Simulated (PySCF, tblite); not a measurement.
Isomers of C6H9O2 (doublet state). Calculated harmonic vibrations of the isolated species, GFN2-xTB (tblite), most abundant isotopes, no scaling. Against measured fundamentals such values can be off by several per cent, at times by over 20. One conformer each. Open shells enter through the occupations alone, without spin polarisation, and single modes of such species can be off by tens of per cent.

Electronic energies: B3LYP/pcH-1 single points on the GFN2-xTB geometries (PySCF, gas phase).

```csv
SMILES,"electronic energy, lowest = 0 (kJ/mol)"
[CH2][C@]1(CC)COC1=O,63.5
CC(=O)O[C@H]1[CH]CC1,69.0
C[C@H]1[CH]CC(=O)OC1,0.0
```

Q: How do GFN2-xTB zero-point energies change the relative energies?

A: 
| SMILES | ZPE (kJ/mol) | of it from modes above 1550 cm⁻¹ | electronic (kJ/mol) | with ZPE, lowest = 0 (kJ/mol) | lowest mode (cm⁻¹) | rings |
| --- | --- | --- | --- | --- | --- | --- |
| C[C@H]1[CH]CC(=O)OC1 | 361.5 | 171.9 | 0.0 | 0.0 | 75 | 1 |
| [CH2][C@]1(CC)COC1=O | 356.7 | 175.2 | 63.5 | 58.7 | 97 | 1 |
| CC(=O)O[C@H]1[CH]CC1 | 353.9 | 172.5 | 69.0 | 61.4 | 23 | 1 |

The zero-point energies span 7.6 kJ/mol, from `CC(=O)O[C@H]1[CH]CC1` to `C[C@H]1[CH]CC(=O)OC1`. The order is unchanged.

Q: And how do the electronic energies of GFN2-xTB itself compare?

A: `C[C@H]1[CH]CC(=O)OC1` 0.0; `[CH2][C@]1(CC)COC1=O` 81.9; `CC(=O)O[C@H]1[CH]CC1` 71.0 kJ/mol, lowest = 0. Against the energies above, taken from the same isomer `C[C@H]1[CH]CC(=O)OC1`, the largest difference is 18.4 kJ/mol.
